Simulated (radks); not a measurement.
Q: All-electron atom: Ti3+ in [Ar] 3d1 (the NIST ground configuration). Calculated with a radial shooting solver on a logarithmic mesh with Libxc functionals: non-relativistic Kohn-Sham, Tao-Mo meta-GGA, spin-polarised, spherical densities, point nucleus; open shells are filled with parallel spins first; meta-GGA in the generalised Kohn-Sham scheme. Some entries of the table are withheld. Estimate them.

orbital  occ.  eigenvalue (hartree)  <r> (bohr)
1s down     1             -179.3643     0.07009
1s up       1             -179.3641     0.07009
2s up       1             -20.86147      0.3267
2s down     1             -20.85117      0.3265
2p up       3             -17.55743      0.2909
2p down     3             -17.54779      0.2907
3s up       1              -3.51055      0.9991
3s down     1              -3.47150      0.9995
3p up       3                   (1)       1.059
3p down     3                   (2)       1.060
3d up       1              -1.28127       1.252
3d down     0              -1.23458       1.257
4s up       0              -0.94641       2.648
4p up       0              -0.74771       3.006

A: 
(1) 3p up eigenvalue (hartree): -2.62795
(2) 3p down eigenvalue (hartree): -2.58561
